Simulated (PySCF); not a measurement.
C₄H₉Si₂ (doublet state).
Cartesian coordinates in Å at the GFN2-xTB level; atoms count from 1:
```xyz
15
C4H9Si2 angstrom
C      2.7692    0.0498   -0.3244
C      1.7656   -0.7593   -0.1656
C      0.4051   -0.2413   -0.0267
Si     0.4198    1.6502   -0.0783
C     -0.6428   -1.0624    0.1077
Si    -2.4523   -0.5868    0.2702
H      3.8258    0.0264   -0.4550
H      1.8767   -1.8492   -0.1319
H      1.2600    2.1387    1.0173
H     -0.9424    2.1686    0.0852
H      0.9520    2.0742   -1.3748
H     -0.4421   -2.1327    0.1178
H     -3.2270   -1.8330    0.3040
H     -2.8856    0.2101   -0.8802
H     -2.6864    0.1546    1.5125
```

The hyperfine couplings belong to this conformer and change with its torsions.

The species is `[SiH3]/C=C([SiH3])/C=[C]/[H]` [radical].

Method: UKS B3LYP, pcH-1 on C H Si, non-relativistic, mean-field spin-orbit, GIAO in PySCF. Isolated species at its GFN2-xTB geometry (one conformer only). The geometry wasn't refined by DFT: couplings that depend on bond lengths, twists or pyramidal angles can differ widely from those at the functional's own minimum. No stability test was run, so a lower SCF solution isn't excluded.

**Question.** Where do the isotropic ENDOR lines of H8, H7, H9/H10/H11, H12 and H13/H14/H15 fall at 1206.6 mT, to first order?

**Answer.** ν± = |νn ± a/2|, one line for each electron-spin manifold; νn = |g_N| × 7.62259 MHz/T × B.

```
     nuclei  isotope     g_N  νn (MHz)  a_iso (MHz)  lower line (MHz)  upper line (MHz)
         H8       1H  5.5857     51.37       170.81             34.03            136.78
         H7       1H  5.5857     51.37        37.20             32.77             69.98
 H9/H10/H11       1H  5.5857     51.37        18.79             41.98             60.77
        H12       1H  5.5857     51.37         2.39             50.18             52.57
H13/H14/H15       1H  5.5857     51.37        -1.37             50.69             52.06
```

**Question.** Which pairs are centred on the nuclear Larmor frequency, and which on half the coupling?

**Answer.** Centred on νn, since |a| < 2νn: H7, H9/H10/H11, H12 and H13/H14/H15. Centred on |a|/2 and split by 2νn: H8.

**Question.** At what field would the lower line of H8 fall to zero frequency?

**Answer.** Where νn = |a|/2, that is B = 85.40 MHz/(5.5857 × 7.62259 MHz/T) = 2010 mT, as far as first order holds there.

Means are taken over nuclei equivalent by connectivity, which assumes that they swap fast. The three 1H nuclei of mean -1.4 MHz run from -3.4 to 2.2 MHz in the frozen geometry.

Largest spin populations (Mulliken): C1 (+1.04), C2 (-0.18), H8 (+0.08) and C3 (+0.07). C1 is the only atom above +0.15. The positive populations add up to 1.23 and the negative ones to -0.23, together 2S = 1.

The run took 66 s (grids of density and orbitals included) on one thread of an Arm Neoverse V1, no GPU, on a shared host, and the process peaked at 0.92 GiB of memory.
